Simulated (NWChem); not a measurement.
Program: NWChem. System: F4MoO, charge 0, spin multiplicity 1, at a geometry optimised with PBE0/def2-SVP with def2 effective core potentials on Mo. The structure started from a generated list of species. Level: G0W0@PBE0/def2-TZVP with def2 effective core potentials on Mo, RI basis def2-tzvp-rifit, no spin-orbit coupling.

NWChem printed:

```
             Northwest Computational Chemistry Package (NWChem) 7.3.0
             --------------------------------------------------------

                                NWChem Input Module
                                -------------------

 Scaling coordinates for geometry "geometry" by  1.889725989
 (inverse scale =  0.529177249)

 Turning off AUTOSYM since
 SYMMETRY directive was detected!

                             Geometry "geometry" -> ""
                             -------------------------

 Output coordinates in angstroms (scale by  1.889725989 to convert to a.u.)

  No.       Tag          Charge          X              Y              Z
 ---- ---------------- ---------- -------------- -------------- --------------
    1 Mo                  42.0000    -0.05928400     0.05904800     0.00000000
    2 O                    8.0000    -1.23963600     1.23619200     0.00000000
    3 F                    9.0000     1.28539100    -1.28074200     0.00000000
    4 F                    9.0000    -0.60572800    -0.67001200     1.56195800
    5 F                    9.0000    -0.60572800    -0.67001200    -1.56195800
    6 F                    9.0000     1.30462400     1.24637300     0.00000000

 Effective nuclear repulsion energy (a.u.)     691.5363186387

            Nuclear Dipole moment (a.u.)
            ----------------------------
        X                 Y               Z
 ---------------- ---------------- ----------------
     0.0000283459     0.0000283459     0.0000000000

      Symmetry information
      --------------------

 Group name             Cs
 Group number              2
 Group order               2
 No. of unique centers     5

      Symmetry unique atoms

     1    2    3    4    6


 Summary of "ao basis" -> "" (spherical)
 ------------------------------------------------------------------------------
       Tag                 Description            Shells   Functions and Types
 ---------------- ------------------------------  ------  ---------------------
 *                         def2-tzvp                  on all atoms

 Summary of "ri basis" -> "" (spherical)
 ------------------------------------------------------------------------------
       Tag                 Description            Shells   Functions and Types
 ---------------- ------------------------------  ------  ---------------------
 *                      def2-tzvp-rifit               on all atoms

                                 NWChem DFT Module
[...]
  ----- ------------  ---------------      ----- ------------  ---------------
    21      0.421086  1 Mo d  0              23     -0.315666  1 Mo d  2
    26      0.277732  1 Mo d  0              19     -0.243979  1 Mo d -2
    28     -0.209026  1 Mo d  2              24     -0.160926  1 Mo d -2
    31      0.155217  1 Mo d  0             171     -0.147130  6 F  py
   177     -0.144538  6 F  py               169      0.138669  6 F  s

 center of mass
 --------------
 x =   0.00555610 y =  -0.00554660 z =   0.00000000

 moments of inertia (a.u.)
 ------------------
         697.133863228332          35.050747746128           0.000000000000
          35.050747746128         697.393782319970           0.000000000000
           0.000000000000           0.000000000000         732.443186750503

     Multipole analysis of the density
     ---------------------------------

     L   x y z        total         alpha         beta         nuclear
     -   - - -        -----         -----         ----         -------
     0   0 0 0      0.000000    -29.000000    -29.000000     58.000000

     1   1 0 0     -0.320371     -1.728627     -1.728627      3.136883
     1   0 1 0      0.318503      1.721421      1.721421     -3.124339
     1   0 0 1      0.000000      0.000000      0.000000      0.000000

     2   2 0 0    -37.601205   -106.533731   -106.533731    175.466256
     2   1 1 0      2.412124     10.464185     10.464185    -18.516246
     2   1 0 1     -0.000000     -0.000000     -0.000000      0.000000
     2   0 2 0    -37.586215   -106.459843   -106.459843    175.333471
     2   0 1 1     -0.000000     -0.000000     -0.000000      0.000000
     2   0 0 2    -35.179037    -96.000860    -96.000860    156.822683

 Task  times  cpu:      162.1s     wall:      162.1s

                                NWChem Input Module
                                -------------------

                                 NWChem GW Module
                                 ----------------

                             ***********************
                             ***        GW       ***
                             ***********************

 Summary of "ri basis" -> "ri basis" (spherical)
 ------------------------------------------------------------------------------
       Tag                 Description            Shells   Functions and Types
 ---------------- ------------------------------  ------  ---------------------
 Mo                     def2-tzvp-rifit             31      143   8s7p6d5f3g2h
 O                      def2-tzvp-rifit             22       76   8s6p4d3f1g
 F                      def2-tzvp-rifit             22       76   8s6p4d3f1g

                 Memory Information
                 ------------------
          Available GA per process is          1699.7 MBs
          Available stack per process is        700.0 MBs
          Available heap per process is           0.0 MBs

          Peak memory in Initialization
              Peak GA per process is                 26.5 MBs
              Peak stack per process is               0.4 MBs
              Peak heap per process is               27.3 MBs
              Memory not in MA per process            0.0 MBs

          Peak memory in CDGW Calculation
              Peak GA per process is                 30.9 MBs
              Peak stack per process is               4.2 MBs
              Peak heap per process is                4.5 MBs
              Memory not in MA per process            0.0 MBs

          Computing 2-center integrals
          Computing Inverse Cholesky factor
          Computing 3-center integrals
          Computing Vxc

          Computing Sigma_x
          Computing W(iw) on the imaginary grid
          Solving quasiparticle equations

                  Alpha Orbitals
          State     Energy (eV)     Error (eV)
          -----------------------------------
@GW        26        -13.636           0.003
@GW        27        -13.384           0.004
@GW        28        -13.384           0.004
@GW        29        -13.026           0.002
@GW        30         -1.387           0.002
@GW        31         -1.386           0.002

     GW Timing Statistics
   ------------------------
   Init.   :          0.3s
     ERIs  :          5.5s
     Distr.:          0.1s
     Vxc   :          5.0s
   Vmo     :          0.0s
   iW      :         10.0s
   I_n     :          0.0s
   R_n     :          1.9s
   GW total:         22.9s

 Task  times  cpu:       22.9s     wall:       22.9s

 Total times  cpu:      185.0s     wall:      185.0s
```

Write an NWChem input that would produce this output.

This is not unique; one that fits is 
```
start mol
memory heap 200 mb stack 700 mb global 1700 mb
geometry units angstroms nocenter noautoz
  Mo    -0.059284     0.059048     0.000000
  O     -1.239636     1.236192     0.000000
  F      1.285391    -1.280742     0.000000
  F     -0.605728    -0.670012     1.561958
  F     -0.605728    -0.670012    -1.561958
  F      1.304624     1.246373     0.000000
  symmetry group Cs
end
basis spherical
  * library def2-tzvp
end
ecp
  Mo library def2-ecp
end
basis "ri basis" bse spherical
  * library def2-tzvp-rifit
end
dft
  xc pbe0
  iterations 100
  direct
  tolerances tight
end
task dft energy
gw
  method cdgw
  states alpha occ 4 vir 2
end
task dft gw
```
